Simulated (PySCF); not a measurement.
[ScCl4]-: from structure and modes to constants

All numbers come from PySCF, PBE, basis Sc def2-SVPD, Cl def2-SVPD (no relativity, density fitting).

The singlet minimum has Td symmetry. Masses (u): Sc 44.95591, Cl 34.96885.

```xyz
5
charge -1 multiplicity 1, angstrom
Sc    0.0000    0.0000    0.0000
Cl    1.3620    1.3620    1.3620
Cl   -1.3620    1.3620   -1.3620
Cl    1.3620   -1.3620   -1.3620
Cl   -1.3620   -1.3620    1.3620
```

Harmonic wavenumbers (cm⁻¹): 81.9 (e, ×2), 107.1 (t2, ×3), 294.7 (a1, ×1), 380.0 (t2, ×3).

**Question.** Find the principal moments of inertia and the rotational constants. What kind of rotor is it?

**Answer.** About the centre of mass I = 518.91, 518.91, 518.91 u Å². With B = 16.8576/I this gives 0.03249, 0.03249, 0.03249 cm⁻¹. The molecule is a spherical top.

**Question.** What is the harmonic zero-point energy?

**Answer.** Half the sum of all 9 wavenumbers, 1920/2 = 960 cm⁻¹, which is 11.5 kJ/mol (1 cm⁻¹ = 0.0119627 kJ/mol).

**Question.** Find the vibrational entropy and heat capacity at 298.15 K.

**Answer.** With u = 1.43878 ω/T, each mode gives S = R[u/(eᵘ−1) − ln(1−e⁻ᵘ)] and C = R u² eᵘ/(eᵘ−1)².
```tsv
ω (cm⁻¹)	u	S (J/(mol K))	C (J/(mol K))
81.9 (×2)	0.395	16.08	8.21
107.1 (×3)	0.517	13.89	8.13
294.7	1.422	6.05	7.04
380.0 (×3)	1.834	4.35	6.33
```
The sums over all modes are S = 93.0 and C = 66.8 J/(mol K); the softest mode gives 17 % of the entropy (each member, where degenerate).

**Question.** Give the standard entropy (298.15 K, 1 bar) by its translational, rotational, vibrational and spin parts, and Cp.

**Answer.** Sackur–Tetrode with M = 184.83 u gives 174.0; rotation with symmetry number 12 gives 105.8; vibration 93.0; spin R ln 1 = 0.0. The total is 372.7 J/(mol K), and Cp = 4 R + 66.8 = 100.1 J/(mol K).

Stability towards spin polarisation was not tested. Only a few start shapes were tried, so a lower isomer may exist. The lowest empty level of this anion is unbound, so it and the gap depend on the basis.
